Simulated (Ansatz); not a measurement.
Gas-phase electronic energies from Ansatz, PBE0-D4/def2-TZVP geometries. CCSD(T)/CBS is the MP2 limit (def2-TZVPP, def2-QZVPP) plus CCSD(T) − MP2 in def2-TZVPP, frozen cores. This one scheme is used for every species. DFT in def2-TZVPP. Each species was taken in one conformer, which may not be the lowest.

Consider the cleavage of the B–Si bond: `CB(C)[SiH2]Cl` + H–F → `CB(C)F` + `[SiH3]Cl`.

```tsv
level	ΔE (eV)
PBE-D4	-1.62
ωB97X-V	-1.80
ωB97M-V	-1.82
PBE	-1.70
PBE0	-1.73
MP2/def2-TZVPP	-1.77
HF/def2-QZVPP	-2.10
CCSD/CBS(def2)	-1.75
```

(1) What does CCSD(T)/CBS give? (Estimate.)

Largest T1 diagnostic among the species: 0.011.

Answers

(1) Computed: -1.71 eV. The listed levels differ from it by 0.09, -0.09, -0.11, 0.01, -0.02, -0.06, -0.39, -0.04 eV.

The D4 term adds +0.13 eV with B3LYP and +0.08 eV with PBE0; it sums over pairs of atoms, weighted by their polarisabilities, and B3LYP, whose exchange is more repulsive, gets the larger term. In def2-TZVPP, CCSD(T) changes the Hartree–Fock value by +0.33 eV (the triples alone add +0.04 eV) and MP2 by +0.33 eV.

B3LYP here is the variant with VWN-RPA as its local correlation; programs differ in this.
